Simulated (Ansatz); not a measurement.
C3H8Cl3NSn, SMILES `CC[N](C)[Sn]([Cl])([Cl])[Cl]`, relaxed with RKS PBE0-D4/def2-TZVP in the Gaussian-basis code of Ansatz from a PBE-D4/def2-SVP geometry. The force threshold is 0.005 eV/Å; the program also tests the step.

Charge 0, multiplicity 1. Sn takes the def2 core potential.

Start:

```xyz
16

C    -1.932    0.485   -0.169
C    -0.740    0.590    0.771
N     0.547    0.373    0.111
C     1.687    0.443    1.016
Sn    0.624   -1.115   -1.315
Cl   -0.226   -0.360   -3.376
Cl   -0.537   -3.122   -0.794
Cl    2.906   -1.618   -1.658
H    -2.077   -0.559   -0.525
H    -1.814    1.144   -1.052
H    -2.866    0.767    0.356
H    -0.881   -0.100    1.642
H    -0.698    1.618    1.205
H     1.600   -0.228    1.906
H     2.626    0.196    0.484
H     1.780    1.486    1.396
```

Q: How much energy does the relaxation release, and in how many steps? (An estimate is asked.)

A: Ansatz gave: 14.41 kJ/mol, in 11 steps, 2 of them rejected.

Q: Which bonds change most? (Estimate.)

A: The calculation gave: N3–Sn5 from 2.062 to 2.003 Å; Sn5–Cl7 from 2.377 to 2.319 Å; Sn5–Cl8 from 2.362 to 2.305 Å; Sn5–Cl6 from 2.354 to 2.301 Å.

Q: Give the relaxed structure. (An estimate is asked.)

A: Ansatz gave: 
```xyz
16

C    -1.915    0.530   -0.184
C    -0.736    0.546    0.762
N     0.539    0.337    0.093
C     1.667    0.447    1.000
Sn    0.634   -1.111   -1.287
Cl   -0.252   -0.466   -3.309
Cl   -0.449   -3.073   -0.689
Cl    2.852   -1.612   -1.670
H    -2.071   -0.459   -0.630
H    -1.784    1.254   -0.990
H    -2.831    0.773    0.356
H    -0.892   -0.188    1.569
H    -0.675    1.529    1.247
H     1.605   -0.241    1.856
H     2.607    0.264    0.479
H     1.701    1.469    1.396
```
